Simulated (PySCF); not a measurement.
2-bromobuta-1,3-diene (C4H5Br), SMILES C=CC(=C)Br.

Geometry: PBE0-D3(BJ)/def2-SVP. The values are those of a single conformer.

Two levels are set side by side: TDA-PBE/def2-SVPD (PySCF) and TDA-LC-ωPBE/def2-SVPD (PySCF). Vertical, same geometry. The lowest singlet is HOMO−2→LUMO 100 % with PBE and HOMO→LUMO+1 55 %, HOMO→LUMO+4 17 %, HOMO−1→LUMO+1 11 % with the other functional; states are paired by order. Differences are taken from unrounded values.

```
quantity                               TDA-LC-ωPBE  TDA-PBE  TDA-PBE minus TDA-LC-ωPBE
-------------------------------------  -----------  -------  -------------------------
lowest singlet excitation (eV)                6.11     4.75                      -1.36
lowest triplet excitation (TDA) (eV)          3.06     3.08                       0.02
first bright state (f over 0.05) (eV)         6.27     4.77                      -1.50
its oscillator strength                       0.64     0.05                      -0.58
```

A lower first singlet is the usual sign of a functional without exact exchange. Differences between two approximate levels are no errors against the true value.

Rough cost on one machine, each run with all the roots and properties that it gave: TDA-LC-ωPBE against TDA-PBE about 3 times.
